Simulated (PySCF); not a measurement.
Question: Write a Z-matrix for `N[Si@H](C=O)O[SiH3]` as optimised with PBE0-D3(BJ)/def2-SVP.

Answer: 
Z-matrix in Å and degrees, rows numbered from 1:
```
N 
Si  1  1.7031
C   2  1.9286  1  101.57
O   3  1.2099  2  119.78  1    -3.49
O   2  1.6641  1  114.42  3  -114.74
Si  5  1.6648  2  135.93  1    19.95
H   1  1.0156  2  117.28  3     5.48
H   1  1.0100  2  127.53  3  -163.00
H   2  1.4878  1  114.84  3   122.98
H   3  1.1258  2  120.83  1   179.01
H   6  1.4897  5  107.72  2   175.09
H   6  1.4935  5  110.81  2   -65.37
H   6  1.4946  5  110.68  2    55.68
```

Si2 (oxygen-bound silicon) is distorted tetrahedral (angles from 101.6° to 114.8°). Si6 (oxygen-bound silicon) is tetrahedral (angles from 107.7° to 110.8°). Of the pairs four or more bonds apart, O4···H7 is among the closest relative to their van der Waals radii: 2.43 Å, 89 % of the sum of Bondi's values. N1 (silicon-bound nitrogen) is almost planar (angles 127.5°, 117.3° and 114.3°, sum 359.1°, 0.06 Å off the plane of its three neighbours).

Computed with PySCF 2.14.0, PBE0-D3(BJ)/def2-SVP geometry optimisation, gas phase.

Point group: C1 (no symmetry element, even within 0.4 Å). Not checked by PBE0-D3(BJ)/def2-SVP frequencies. The numbers are those of one conformer (H–N1–Si2–C3 5° and -163°, N1–Si2–C3–O4 -3°, N1–Si2–O5–Si6 20°).

Time: 2.4 min wall; peak memory 0.53 GiB. Hardware: one thread of an Arm Neoverse V1, shared host with 32 logical CPUs at a one-minute load of 49. That covers the optimisation of the geometry.
